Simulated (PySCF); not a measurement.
Species: C9H9F.
Numbering: `[F:1][c:2]1[cH:3][cH:4][c:5]([CH:6]2[CH2:7][CH2:8]2)[cH:9][cH:10]1` (hydrogens: H11 on C3; H12 on C4; H13 on C6; H14, H15 on C7; H16, H17 on C8; H18 on C9; H19 on C10)

Method: PBE0-D3(BJ)/def2-SVP geometry optimisation, gas phase (PySCF).

(1) What internal coordinates does the optimisation give?

Answers

(1) 
```json
{"bond": "F1–C2", "length (bohr)": "2.520", "order": "single"}
{"bond": "C2–C3, C2–C10", "length (bohr)": "2.624", "order": "aromatic"}
{"bond": "C3–C4, C9–C10", "length (bohr)": "2.631", "order": "aromatic"}
{"bond": "C4–C5, C5–C9", "length (bohr)": "2.648", "order": "aromatic"}
{"bond": "C5–C6", "length (bohr)": "2.809", "order": "single"}
{"bond": "C6–C7, C6–C8", "length (bohr)": "2.849", "order": "single"}
{"bond": "C7–C8", "length (bohr)": "2.820", "order": "single"}
{"bond": "C3–H11, C10–H19", "length (bohr)": "2.063", "order": "single"}
{"bond": "C4–H12, C9–H18", "length (bohr)": "2.066", "order": "single"}
{"bond": "C6–H13", "length (bohr)": "2.067", "order": "single"}
{"bond": "C7–H14, C8–H17", "length (bohr)": "2.066", "order": "single"}
{"bond": "C7–H15, C8–H16", "length (bohr)": "2.067", "order": "single"}
```

Bonds in one row agree within 0.02 bohr and their mean is given. Orders are formal, as drawn. A selection of angles:
```json
{"angle": "F1–C2–C3", "degrees": "119.3"}
{"angle": "C3–C2–C10", "degrees": "121.2"}
{"angle": "C2–C3–C4", "degrees": "119.1"}
{"angle": "C3–C4–C5", "degrees": "121.4"}
{"angle": "C4–C5–C6", "degrees": "122.3"}
{"angle": "C4–C5–C9", "degrees": "117.9"}
{"angle": "C6–C5–C9", "degrees": "119.9"}
{"angle": "C5–C6–C7", "degrees": "121.2"}
{"angle": "C7–C6–C8", "degrees": "59.3"}
{"angle": "C6–C7–C8", "degrees": "60.3"}
```

Dihedral angles: C4–C5–C6–C7 -36° (synclinal); C5–C6–C7–C8 110° (anticlinal); C5–C6–C8–C7 -110° (anticlinal).

Of the pairs four or more bonds apart, H12···H16 is among the closest relative to their van der Waals radii: 2.33 Å, 97 % of the sum of Bondi's values. The 6-membered ring C2–C3–C4–C5–C9–C10 has internal angles of 117.9° to 121.5° (sum 720°, against 720° for a flat polygon); it is planar, 0.00 Å rms from its mean plane, widest ring torsion 0°. The 3-membered ring C6–C7–C8 has internal angles of 59.3° to 60.3°. The 10 C–C bonds span 1.388 Å (C2–C10, aromatic) to 1.508 Å (C6–C7, drawn single), a spread of 0.120 Å.

Point group: Cs (every atom within 0.08 Å of its image). Not checked by PBE0-D3(BJ)/def2-SVP frequencies. One conformer, not necessarily the lowest.
